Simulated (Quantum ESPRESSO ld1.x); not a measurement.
Results of a calculation; reference values are marked as such.
Question: The mean radii <r> (bohr) of the occupied orbitals of an atom or ion are listed with their occupations. Code: ld1.x of Quantum ESPRESSO 7.5. Model: Dirac Kohn-Sham, rPW86 exchange with PBE correlation, spin-unpolarised, spherical densities, point nucleus.

| orbital | occ. | <r> |
|---|---|---|
| 1s1/2 | 2 | 0.02610 |
| 2s1/2 | 2 | 0.1116 |
| 2p1/2 | 2 | 0.09401 |
| 2p3/2 | 4 | 0.09990 |
| 3s1/2 | 2 | 0.2984 |
| 3p1/2 | 2 | 0.2885 |
| 3p3/2 | 4 | 0.3002 |
| 3d3/2 | 4 | 0.2713 |
| 3d5/2 | 6 | 0.2750 |
| 4s1/2 | 2 | 0.6935 |
| 4p1/2 | 2 | 0.7189 |
| 4p3/2 | 4 | 0.7457 |
| 4d3/2 | 4 | 0.8226 |
| 4d5/2 | 6 | 0.8322 |
| 5s1/2 | 2 | 1.600 |
| 5p1/2 | 1 | 1.756 |
| 6s1/2 | 2 | 3.213 |

Name the element and its charge. Open shells, if any, fill j = l - 1/2 first.

Answer: Z = 55, caesium, charge +4: Cs4+ in [Kr] 4d10 5s2 5p1 6s2. The 1s radius gives Z: for a bare nucleus <r> = (2 gamma + 1)/(2Z) with gamma = sqrt(1 - (Z/c)^2), 0.02574 bohr for Z = 55, and screening makes it slightly larger (0.02610 here). The occupations add up to 51, and the charge is Z minus that.
